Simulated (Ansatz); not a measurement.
**Match the barriers**

Saddle point of Si2H7O3F3, singlet (Si₂H₄O₂F₂ ([OH][Si]([F])([F])[O][SiH3]) + H₂O + HF → SiH₂O₂F₂ ([OH][Si]([OH])([F])[F]) + SiH₄O ([OH][SiH3]) + HF; bonds formed: O2–H9, H7–F10; dative contacts that become bonds: Si1–O8; bonds broken: Si1–O2, H7–O8, H9–F10), PBE0-D4/def2-TZVP structure:

Si1  (-0.884, 0.378, 0.808)
O2  (0.218, -0.340, -0.481)
Si3  (0.150, 0.003, -2.122)
F4  (-1.376, 1.432, -0.296)
F5  (-1.571, 1.163, 2.054)
O6  (-1.665, -1.029, 1.052)
H7  (1.478, -0.001, 1.398)
O8  (0.660, 0.641, 1.659)
H9  (1.265, -0.727, -0.024)
F10  (2.148, -0.859, 0.671)
H11  (0.550, 1.401, -2.393)
H12  (1.120, -0.931, -2.746)
H13  (-1.217, -0.272, -2.616)
H14  (-1.428, -1.737, 0.452)
H15  (0.552, 0.879, 2.585)
(Å)

Ansatz 0.2.0; basis: def2-TZVPP, with def2-QZVPP for the basis limit; cores frozen in the correlated methods. B3LYP uses VWN-RPA correlation. Extrapolation: Hartree–Fock as exp(−7.88 √X), correlation as X^−2.97. Four methods, as single points on the PBE0-D4 structures, gave these electronic barriers from the start structure: 40.6, 53.3, 63.7, 91.8 kJ/mol.

The methods were, in alphabetical order, B3LYP-D4, BHLYP-D4, HF, PBE-D4. Which gave which? (Judge from chemistry; the calculation decides.)

The calculation gives: PBE-D4 40.6; B3LYP-D4 53.3; BHLYP-D4 63.7; HF 91.8 kJ/mol. For comparison, CCSD(T) at an estimated basis limit (MP2 extrapolated from triple and quadruple zeta, plus CCSD(T) − MP2 in triple zeta) gives 60.4 kJ/mol.

The T1 diagnostic stays at or below 0.012.

Labels in which every atom is bracketed show which atoms are joined, not bond orders.

For scale, one of the runs: CCSD(T)/def2-TZVPP, 368 basis functions, launched by `ansatz run in.yaml --threads 4 --pin off --events-out ev --progress --plain --max-ram 41984MiB --backend cuda --devices 0, --max-vram 37GiB`. The run took 11 s on 4 CPU threads of an AMD EPYC 7R13 and a share of one NVIDIA H100 (shared host), with 0.88 GiB of host memory at its peak.
